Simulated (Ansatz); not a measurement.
**One step, two centres**

1,2-elimination, with the central atom changed down its group and all else kept; in the first member these bonds form or tighten: H–H; these break or loosen: Al–H, H–N.

Gas-phase electronic energies, without zero-point energy, by CCSD(T) at an estimated basis limit (MP2 extrapolated from triple and quadruple zeta, plus CCSD(T) − MP2 in triple zeta); Ansatz 0.2.0, def2-TZVPP and QZVPP, frozen cores, on PBE0-D4/def2-TZVP structures. Extrapolation: Hartree–Fock as exp(−7.88 √X), correlation as X^−2.97. All energies, in kJ/mol, count from the reactant; the end structure is reached by relaxing down from the saddle. Brackets give SMILES, or, where every atom is bracketed, only which atoms are joined. Steps whose reference was doubtful or whose search ended elsewhere are left out.

| reactants | products | saddle | end structure | saddle by PBE-D4/TZ |
| --- | --- | --- | --- | --- |
| AlNH₄ ([NH2][AlH2]) | AlNH₂ ([NH][AlH]) + H₂ | 304.2 | 281.9 | 275.8 |
| GaNH₄ ([NH2][GaH2]) | GaNH₂ ([NH][GaH]) + H₂ | ? | 243.5 | 284.1 |

Q: What is the height of the saddle for GaNH₄ ([NH2][GaH2])? (An estimate is asked for; the value comes from the calculation.)

A: Computed: 321.1 kJ/mol relative to the reactant, the higher of the two.

Q: How do the PBE-D4 saddles lie against the coupled-cluster estimate?

A: Both lower, by 28.4 to 37.0 kJ/mol.

No T1 diagnostic of these runs exceeds 0.023. The filled d shells of Ga are correlated in sets not built for that, so values that involve them are less sure.

For scale, one of the runs: CCSD(T)/def2-TZVPP, 135 basis functions, launched by `ansatz run in.yaml --threads 2 --pin off --events-out ev --progress --plain --max-ram 4352MiB`. Time: 7 s of wall clock on 2 CPU threads of an Intel Xeon 6975P-C; the host was shared. Peak host memory: 0.76 GiB.
